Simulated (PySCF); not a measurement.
**A search over the determinants of BSb⁺**

Unrestricted PBE0; B def2-SVPD, Sb def2-SVPD with ECP28; scalar-relativistic core potentials (PySCF 2.14). Outer shells of the fragments: B+ 2s2; Sb 4d10 5s2 5p3.

Followed along the bond (rough minima from three points):

```
2Ms+1   unpaired  ⟨S²⟩ at the start  R at minimum (Å)  Te (eV)
    4  σ ↑, π ↑↑               3.76              2.19     0.00
    2  σ ↓, π ↑↑               1.77              2.20     0.32
    2  σ ↑, π ↑↓               1.76              2.19     0.41
    2        σ ↑               0.80              2.19     1.15
    2        π ↑               0.79              2.04     1.30
```

Solutions found at the starting distance of 2.280 Å, counted from the lowest of them; the search is not exhaustive and high or unbound solutions are not listed, so other states can lie among these:

| 2Ms+1 | unpaired | term | E (eV) | ⟨S²⟩ | ⟨Lz²⟩ | μ (D) |
| --- | --- | --- | --- | --- | --- | --- |
| 4 | σ ↑, π ↑↑ | ⁴Σ⁻ | 0.00 | 3.76 | 0.00 | -2.35 |
| 2 | σ ↓, π ↑↑ | mixed | 0.30 | 1.77 | 0.00 | -2.46 |
| 2 | σ ↑, π ↑↓ | mixed | 0.41 | 1.76 | 2.01 | -2.29 |
| 2 | σ ↑ | mixed | 1.15 | 0.80 | 2.00 | -2.03 |
| 2 | π ↑ | ²Π | 1.61 | 0.79 | 1.04 | -2.77 |
| 2 | π ↑ | ²Π | 1.82 | 0.75 | 1.00 | -0.04 |

A term symbol is given only where ⟨S²⟩ and ⟨Lz²⟩ are close to those of a pure state; real π, δ and φ orbitals otherwise mix terms. A positive dipole points towards Sb; it is taken about the centre of mass and depends on that origin.

Spin–orbit coupling is left out.
